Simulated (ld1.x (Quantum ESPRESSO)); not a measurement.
# u(r) = r·R(r): atom against pseudo-atom (Ti (Z = 22))

Columns: radius, all-electron u(r) and pseudo u(r) of the 3d shell (level -4.58 eV) of titanium in the configuration [Ne] 3s2 3p6 3d2 4s1.75 4p0.25; PBE, scalar-relativistic, ultrasoft scheme, ld1.x (Quantum ESPRESSO) 7.5.

| r (bohr) | all-electron | pseudo |
| --- | --- | --- |
| 0.138 | 0.0656 | 0.0080 |
| 0.275 | 0.2492 | 0.0581 |
| 0.413 | 0.4451 | 0.1715 |
| 0.550 | 0.5973 | 0.3342 |
| 0.688 | 0.6993 | 0.5105 |
| 0.825 | 0.7535 | 0.6539 |
| 0.963 | 0.7713 | 0.7377 |
| 1.100 | 0.7636 | 0.7594 |
| 1.238 | 0.7396 | 0.7404 |
| 1.375 | 0.7063 | 0.7063 |
| 1.513 | 0.6678 | 0.6678 |
| 1.650 | 0.6276 | 0.6276 |
| 1.788 | 0.5870 | 0.5870 |
| 1.925 | 0.5477 | 0.5477 |
| 2.062 | 0.5100 | 0.5100 |
| 2.200 | 0.4743 | 0.4743 |
| 2.338 | 0.4408 | 0.4408 |
| 2.475 | 0.4099 | 0.4099 |
| 2.613 | 0.3809 | 0.3809 |
| 2.750 | 0.3541 | 0.3541 |
| 2.888 | 0.3289 | 0.3289 |
| 3.025 | 0.3056 | 0.3056 |
| 3.162 | 0.2839 | 0.2839 |
| 3.300 | 0.2635 | 0.2635 |
| 3.438 | 0.2444 | 0.2444 |
| 3.575 | 0.2267 | 0.2267 |

Problem. How many radial nodes do the two functions have?

Solution. The all-electron 3d function has n − l − 1 = 0; the pseudo-wave has 0.

Problem. At about which radius was the pseudo-wave matched?

Solution. 1.40 bohr, where the columns begin to agree (steps of 0.14 bohr).

Problem. Is the pseudo-wave norm-conserving?

Solution. No, it belongs to an ultrasoft set: the norm inside the radius is not constrained, and the difference is carried by the augmentation charge.
